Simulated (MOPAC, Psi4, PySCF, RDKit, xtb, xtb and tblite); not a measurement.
Two geometries of SMILES CS[SiH2]CO, singlet, relaxed at GFN2-xTB with one dihedral held; other torsions can differ between them too.

Structure A

```
13

C      2.0346    -4.6170    -0.0411
S      1.9705    -2.8532    -0.4889
Si     0.1896    -2.8273    -1.6928
C     -0.6013    -1.1107    -1.5080
O     -1.7018    -1.1207    -2.4018
H      1.1352    -4.8892     0.5002
H      2.1356    -5.2169    -0.9393
H      2.9053    -4.7463     0.5922
H      0.5346    -3.1101    -3.0832
H     -0.7037    -3.8505    -1.1521
H     -0.9388    -0.9257    -0.4813
H      0.1012    -0.3101    -1.7682
H     -2.1528    -0.2701    -2.3641
```

Structure B

```
13

C     -2.7756     0.3484     0.0459
S     -1.2666    -0.2322     0.8956
Si     0.2775    -0.0585    -0.5898
C     -0.4115     0.6175    -2.2385
O      0.6329     0.7332    -3.1925
H     -3.0093    -0.3086    -0.7847
H     -2.6407     1.3690    -0.2945
H     -3.5698     0.3064     0.7835
H      0.7995    -1.4049    -0.8346
H      1.3009     0.8406    -0.0752
H     -0.8003     1.6311    -2.1250
H     -1.2262     0.0047    -2.6473
H      0.9872    -0.1424    -3.3742
```

**Question.** Which is lower in energy at the level DF-MP2 (frozen core)/cc-pVTZ // GFN2-xTB in Psi4, and by how much?

**Answer.** A is lower, by 2.25 kcal/mol (dihedral C1–S2–Si3–C4: 150° in A, 0° in B).

E(B) − E(A) in kcal/mol at the other levels, on the same two geometries: GFN2-xTB (xtb and tblite) 1.78; MMFF94 // GFN2-xTB (RDKit) 0.11; PBE/def2-TZVP // GFN2-xTB (Psi4) 1.65; PBE-D3(BJ)/def2-TZVP // GFN2-xTB (Psi4) 1.29; M06-2X/def2-TZVP // GFN2-xTB (Psi4) 2.34; HF/cc-pVTZ // GFN2-xTB (Psi4) 3.44; UFF // GFN2-xTB (RDKit) 2.94; PM6, restricted, heats of formation // GFN2-xTB (MOPAC) -0.26; PM7, restricted, heats of formation // GFN2-xTB (MOPAC) 0.89; GFN1-xTB // GFN2-xTB (xtb) 1.49; restricted B3LYP/6-31G*, spherical d, density fitting // GFN2-xTB (PySCF) 1.79; restricted BP86/6-31G*, spherical d, density fitting // GFN2-xTB (PySCF) 1.17; restricted B3LYP/6-311+G**, spherical d, density fitting // GFN2-xTB (PySCF) 2.88; restricted Hartree-Fock/3-21G // GFN2-xTB (PySCF) 4.56.
